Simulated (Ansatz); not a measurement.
Geometry optimisation, Ansatz, RKS B3LYP/6-31G*.

Input:

```yaml
crystal:
  periodic: [false, false, false]
  atoms:
    - { symbol: F, position_ang: [-1.6384, -0.3098, 1.9205] }
    - { symbol: C, position_ang: [-1.0839, 0.1306, 0.7225] }
    - { symbol: S, position_ang: [-1.5754, 1.6955, 0.1442] }
    - { symbol: Si, position_ang: [-0.7377, -1.202, -0.5535] }
    - { symbol: "N", position_ang: [0.2306, -0.4082, 0.4699] }
    - { symbol: Si, position_ang: [1.5889, 0.1671, -0.3191] }
    - { symbol: H, position_ang: [-1.3104, 2.3486, 1.3149] }
    - { symbol: H, position_ang: [-0.7818, -2.6268, -0.1598] }
    - { symbol: H, position_ang: [-0.6567, -0.8099, -1.9381] }
    - { symbol: H, position_ang: [2.36521, 1.06473, 0.52248] }
    - { symbol: H, position_ang: [2.42282, -0.99065, -0.71463] }
    - { symbol: H, position_ang: [1.15, 0.87004, -1.56492] }
basis:
  gaussian: { orbitals: "6-31G*" }
hamiltonian:
  xc: b3lyp
relax:
  f_tol: 0.015
  max_steps: 40
```

Run as:

```bash
$ ansatz run input.yaml --threads 2 --pin off --max-ram 3072MiB --backend cpu --events-out ev --progress --plain --runs-dir out
```

Task: Where does it end, and by what steps?

Result: The run converged. The force dipped under the threshold on the way, but the program's further checks kept it going. After 39 steps the energy has fallen by 1.252 eV; H12 moved furthest, 1.87 Å.

| step | energy less start (eV) | largest force component (eV/Å) | accepted |
| --- | --- | --- | --- |
| 0 | 0.0000 | 3.565 | yes |
| 2 | -0.9896 | 0.543 | yes |
| 4 | -1.1050 | 0.439 | yes |
| 6 | -1.1990 | 0.128 | yes |
| 8 | -1.2064 | 0.664 | yes |
| 10 | -1.2185 | 0.082 | yes |
| 12 | -1.2195 | 0.029 | yes |
| 14 | -1.2198 | 0.011 | yes |
| 16 | -1.2203 | 0.046 | yes |
| 18 | -1.2150 | 0.156 | no |
| 20 | -1.2223 | 0.041 | yes |
| 22 | -1.2254 | 0.052 | yes |
| 24 | -1.2300 | 0.198 | yes |
| 26 | -1.2334 | 0.055 | yes |
| 28 | -1.2365 | 0.229 | yes |
| 30 | -1.2425 | 0.064 | yes |
| 32 | -1.2455 | 0.255 | no |
| 34 | -1.2489 | 0.035 | yes |
| 36 | -1.2512 | 0.100 | yes |
| 38 | -1.2521 | 0.047 | yes |
| 39 | -1.2524 | 0.013 | yes |

```xyz
12
Properties=species:S:1:pos:R:3
F -0.898 0.118 1.840
C -1.064 0.115 0.456
S -1.998 1.586 -0.058
Si -1.059 -1.506 -0.455
N 0.134 -0.266 -0.247
Si 1.768 0.327 -0.130
H -1.045 2.495 0.256
H -0.936 -2.759 0.322
H -1.647 -1.702 -1.800
H 2.490 -0.180 1.067
H 2.497 -0.112 -1.348
H 1.731 1.812 -0.057
```

Whether the end is a true minimum wasn't checked by a vibrational analysis.

The run took 70 s on 2 threads of AMD EPYC 9R45 96-Core Processor (Zen 5), on a shared host, peak memory 0.31 GiB.
